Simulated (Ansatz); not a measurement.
Two isomers of C3H4F2Si: A = `C#C[SiH](F)CF`, B = `CC1=C(F)[SiH]1F`.

Computed with Ansatz on PBE0-D4/def2-TZVP structures; ΔE is electronic, products minus reactants. CBS: MP2 limit from def2 TZ/QZ plus the TZ coupled-cluster correction, frozen cores. Functionals use def2-TZVPP. B3LYP here is the variant with VWN-RPA as its local correlation; programs differ in this. One conformer a species, not always the lowest.

A:

```xyz
10

C     1.266   -0.508    2.229
C     0.534   -0.044    1.391
Si   -0.533    0.650    0.097
F    -2.061    0.489    0.535
C    -0.325   -0.306   -1.512
F     0.968   -0.120   -1.989
H     1.913   -0.917    2.972
H    -0.241    2.088   -0.083
H    -1.030    0.045   -2.273
H    -0.492   -1.378   -1.366
```

B:

Z-matrix (Å, degrees):
```
C
C 1 1.480
H 1 1.093 2 110.1
H 1 1.093 2 110.6 3 -117.9
H 1 1.092 2 111.9 3 120.7
C 2 1.340 1 138.4 3 -117.4
Si 2 1.809 1 155.1 3 60.4
F 6 1.324 2 133.0 1 -0.2
F 7 1.595 2 122.5 1 -72.4
H 7 1.476 2 126.0 1 74.1
```

Task: Which is lower in electronic energy at CCSD(T)/CBS, and by how much? (Estimate.)

Result: Computed: A, by 20.8 kJ/mol.

Task: Give E(B) − E(A) in kJ/mol with B3LYP-D4, PBE-D4, B3LYP, PBE0-D4, CCSD/def2-TZVPP, r2SCAN-D4, CCSD(T)/def2-TZVPP. (Estimate.)

Result: Computed: B3LYP-D4 13.3, PBE-D4 -20.3, B3LYP 14.3, PBE0-D4 -19.2, CCSD/def2-TZVPP 23.1, r2SCAN-D4 -8.9, CCSD(T)/def2-TZVPP 19.7. The order is the other way round with PBE-D4, PBE0-D4, r2SCAN-D4.

Largest T1 diagnostic: 0.013.

In def2-TZVPP, CCSD(T) changes the Hartree–Fock value by −21.1 kJ/mol (the triples alone add −3.4 kJ/mol) and MP2 by −23.0 kJ/mol.
